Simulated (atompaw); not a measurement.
# What one change does to a pseudopotential (Ti, PAW (atompaw))

atompaw 4.2.0.5 input, output lines left out:

```
Ti 22
GGA-PBE scalarrelativistic loggrid 1500 logderivrange -3 5 201
4 4 3 0 0 0
4 0 0
4 1 0
3 2 2
0 0 0
c
c
c
v
c
c
v
v
2
2.90 2.55 2.50 1.65
y
3.35
n
y
0.9
n
y
-0.75
n
custom polynom2 7 10 vanderbiltortho besselshape
bessel
2.75
2.90
2.90
2.90
2.90
2.30
```

Change: local potential bessel scheme, radius 1.74 bohr.

Cutoffs: the cutoffs (Ry, on a coarse ladder) from which the occupation-weighted sum of valence levels, in a spherical-Bessel basis at the reference potential, stays within 10 and 1 mRy of its value at 400 Ry; they do not see the model core or the augmentation charge, which bear on the density cutoff.

What does the change do?

The potential gets neither clearly harder nor softer (12 Ry and 35 Ry → 12 Ry and 35 Ry); the range in which the s phases agree narrows (upper end 3.9 → 2.4); neither file shows a bound ghost.

```csv
quantity,base,changed
"cutoff, loose",12 Ry,12 Ry
"cutoff, tight",35 Ry,35 Ry
bound ghosts,none,none
s: phases at 2.90 bohr within 0.05 rad from the reference energy up to (Ry; the scan ends near 5),3.9,2.4
p: phases at 2.90 bohr within 0.05 rad from the reference energy up to (Ry; the scan ends near 5),3.0,2.8
d: phases at 2.90 bohr within 0.05 rad from the reference energy up to (Ry; the scan ends near 5),0.0,0.1
lowest overlap eigenvalue by channel,"s 0.68, p 0.95, d 1.00","s 0.68, p 0.95, d 1.00"
```

 The cutoffs see the waves, projectors and local potential, not the compensation charge or the core.
